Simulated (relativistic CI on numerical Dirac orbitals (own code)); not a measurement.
**Pt4+: 5d valence photoemission**

Computed with this model: Dirac-Coulomb-Breit CI, KLI orbitals optimised for each configuration, QED by a radiative potential, multiplet model of photoemission in the sudden approximation, unscaled Slater integrals; configurations [Xe] 4f14 5d6 → [Xe] 4f14 5d5; 80 K; Lorentzian 0.3 eV and Gaussian 0.5 eV FWHM. Energies are those of the free ion, without screening or charge transfer. The energies are binding energies and can lie tens of eV above those of solids. S is read from ⟨S²⟩ = S(S + 1).

Field parameters in Wybourne normalisation: Oh B⁴₀ = 21Dq, B⁴₄ = √(5/14) B⁴₀. The field is a parameter set, without covalency.

Computed curve for Oh, 10Dq = 24100 cm⁻¹, scaled to 100 at the maximum (points under 2 are left out and the grid is thinned):

(Energy (eV), Intensity): (57.0, 2.0), (57.1, 2.3), (57.3, 3.2), (57.4, 3.9), (57.5, 4.8), (57.7, 8.7), (57.8, 12.6), (57.9, 18.9), (58.1, 39.2), (58.2, 50.4), (58.3, 58.3), (58.5, 55.5), (58.6, 47.6), (58.7, 39.7), (58.9, 31.2), (59.0, 29.7), (59.1, 28.5), (59.3, 27.0), (59.4, 28.6), (59.5, 33.2), (59.7, 54.9), (59.8, 71.7), (59.9, 88.6), (60.1, 100.0), (60.2, 89.2), (60.3, 71.3), (60.5, 36.8), (60.6, 26.0), (60.7, 19.3), (60.9, 13.4), (61.0, 12.1), (61.2, 10.1), (61.3, 9.2), (61.4, 8.4), (61.6, 7.5), (61.7, 7.0), (61.8, 6.4), (62.0, 4.8), (62.1, 4.1), (62.2, 3.5), (62.4, 2.7), (62.5, 2.5), (62.6, 2.6), (62.8, 3.0), (62.9, 3.3), (63.0, 3.5), (63.2, 3.7), (63.3, 3.7), (63.4, 3.7), (63.6, 3.6), (63.7, 3.6), (63.8, 3.7), (64.0, 3.5), (64.1, 3.3), (64.2, 3.1), (64.4, 3.1), (64.5, 3.2), (64.6, 3.2), (64.8, 2.8), (64.9, 2.3)

The ground state has S = 0.52, and the centroid lies at 59.77 eV.
